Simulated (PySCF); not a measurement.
# Dipole polarisabilities along the alkaline earths, charge +2

Calculated with PySCF 2.14 for the ground configurations, without spin-orbit coupling: coupled response for Hartree-Fock and DFT. Mean α in bohr³, C₆ of like pairs in atomic units.

```
                                                                                     species    α UHF    α PBE   α PBE0   C₆ UHF   C₆ PBE  C₆ PBE0
       Be²⁺ 1s2 (x2c-QZVPPall with one added diffuse shell each of s, p type, spin-free X2C)  0.05061  0.05428  0.05324  0.01008  0.01114  0.01084
Mg²⁺ [Ne] (x2c-QZVPPall with one added diffuse shell each of s, p, d, f type, spin-free X2C)   0.4662   0.5099   0.4959   0.5503   0.6139   0.5936
Ca²⁺ [Ar] (x2c-QZVPPall with one added diffuse shell each of s, p, d, f type, spin-free X2C)    3.226    3.299    3.266    10.47    10.78    10.64
```
